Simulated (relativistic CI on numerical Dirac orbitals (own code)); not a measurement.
One change at a time: Ho43+

Base calculation: Dirac-Coulomb-Breit CI, KLI orbitals optimised for each configuration, a model potential for QED, unscaled Slater integrals.

Configurations in the expansion (outside the closed core [Ne]): 3s2 3p6 3d6, 3s2 3p5 3d7, 3s2 3p4 3d8, 3s 3p6 3d7, 3p6 3d8, 3s 3p5 3d8, 3s2 3p6 3d5 4s, 3s2 3p6 3d5 4p, 3s2 3p4 3d7 4s, 3s2 3p6 3d5 4d, 3s2 3p5 3d6 4s, 3s2 3p6 3d5 4f, 3s2 3p6 3d4 4s2, 3s 3p6 3d6 4s, 3p6 3d7 4s, 3p6 3d7 4p. Levels of other configurations are missing.

Variants: (1) QED terms removed; (2) only the first configuration. Shifts of the energy above 3s2 3p6 3d6 3F_4, in eV, for the lowest level and the first level of each name with at least 55 % of one term (blank where a level changes its place among those of its configuration and J or its character, or is not in the variant):

```
            Level     Base    Δ(1)    Δ(2)
 3s2 3p6 3d6 3F_4    0.000   0.000   0.000
 3s2 3p6 3d6 5D_3   36.742  -0.116  -0.336
 3s2 3p6 3d6 3G_5   46.337  -0.111  -0.702
 3s2 3p6 3d6 3H_6   46.467  -0.112  -1.064
 3s2 3p6 3d6 3P_1   65.148  -0.116  +0.756
 3s2 3p6 3d6 5D_2   79.178  -0.223  +0.073
 3s2 3p6 3d6 5D_0   81.984  -0.222  +0.159
 3s2 3p6 3d6 3H_5   88.971  -0.227  -0.820
 3s2 3p6 3d6 1I_6   92.371  -0.227  -1.193
 3s2 3p6 3d6 1D_2  130.658  -0.218  +1.474
 3s2 3p6 3d6 1S_0  144.375  -0.237  +1.977
3s2 3p5 3d7 5G°_6  318.343  +0.354        
3s2 3p5 3d7 3P°_0  328.213  +0.366        
3s2 3p5 3d7 3D°_3  329.012  +0.361        
3s2 3p5 3d7 5G°_5  361.846  +0.244        
3s2 3p5 3d7 3I°_7  381.857  +0.248
```

At this charge energies of transitions that change n are usually good to better than 1 %, and those within a shell (Δn = 0) to a few per cent.

Ionisation energy from the two ground configurations alone: base 3476.03 eV. The NIST ASD value (theoretical) is 3476 eV.

LS names give the leading component of a level, which can be under half, so a name can repeat, a term be missing and a line seem to break the LS rules.
